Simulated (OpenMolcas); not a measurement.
Levels of Kr VII by method

```
Program             : OpenMolcas
Basis               : ANO-RCC-VQZP [7s6p4d2f1g]
Scalar Hamiltonian  : DKH4, point nucleus
Active space        : 2 electrons in 8 orbitals (4s 4p 5s 5p)
State averaging     : 2S+1 = 3 even, 3 roots; 2S+1 = 1 even, 6 roots; 2S+1 = 3 odd, 3 roots; 2S+1 = 1 odd, 3 roots
Spin-orbit coupling : RASSI with atomic mean-field integrals over the reference wave functions, term energies averaged over their components
```

Methods on the same reference wave functions:
A. CASSCF
B. SS-CASPT2, IPEA 0.25 Eh, imaginary shift 0.1 Eh (closed shells correlated: 3d)

Energies in cm-1 above 4s2 1S0, the measured ground level; measured values from Saloman, J. Phys. Chem. Ref. Data 36, 215 (2007).

```json
{"Level": "4s2 1S0", "A": "0.0", "B": "0.0", "Measured": "0.0"}
{"Level": "4s 4p 3P* 0", "A": "115534", "B": "115620", "Measured": "117390"}
{"Level": "4s 4p 3P* 1", "A": "118043", "B": "118080", "Measured": "120095"}
{"Level": "4s 4p 3P* 2", "A": "123697", "B": "123780", "Measured": "126553"}
{"Level": "4s 4p 1P* 1", "A": "182864", "B": "172540", "Measured": "170835"}
```

Deviations, from unrounded energies. A percentage is the sum of absolute deviations over the sum of measured energies, with the sign that they share, or ± where signs differ.

```tsv
Against measurement	Levels	A	B
mean absolute deviation (cm-1)	4	4700	2100
other configurations (%)	4	±3.5	±1.5
```

B lies closest to measurement on these levels. The largest miss of B in the table is 4s 4p 3P* 2, by -2800 cm-1. The ranking rests on the paired levels alone, and a cruder setting can come out closer through cancelling errors.

The lowest spin-free term lies below A's lowest term by 0.080 hartree in B.

Over all roots computed the reference weight is 0.93 to 0.99 in B; the roots of lowest weight are the least certain, and an intruder state may touch them. Active for correlation alone: 5p 5s; no level in the range computed is led by a configuration that fills them, so any true level of that kind is missing. Computed and measured levels are paired by configuration, term and J; levels that our copy of the source lacks, or whose pairing is in doubt (as where it misses far off the trend of its configuration), stay unpaired and out of the deviations. Levels of configurations outside the active space are missing. The table leaves out levels that lie high or whose names do not pair safely across all columns.

* marks odd parity.
